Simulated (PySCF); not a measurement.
Correlation energy of Ne(2+) (neon, charge +2)

[He] 2s1 2p5, 2s spin antiparallel (an excited configuration). Calculation: PySCF 2.14, in aug-cc-pVDZ-DK (4s3p2d, 23 functions); the spin-free X2C one-electron Hamiltonian (Gaussian nucleus). Frozen: 1s2; 6 electrons correlated.

MP2 pair energies summed by pair of shells (mhartree):

```
 pair   energy  share (%)
2p-2p  -120.27       69.2
2s-2p   -53.47       30.8
```

Total MP2 correlation energy: -173.73 mhartree.

Same-spin part -28.62 and opposite-spin part -145.12 mhartree; SCS-MP2 scales them by 1/3 and 6/5 to -183.68 mhartree.
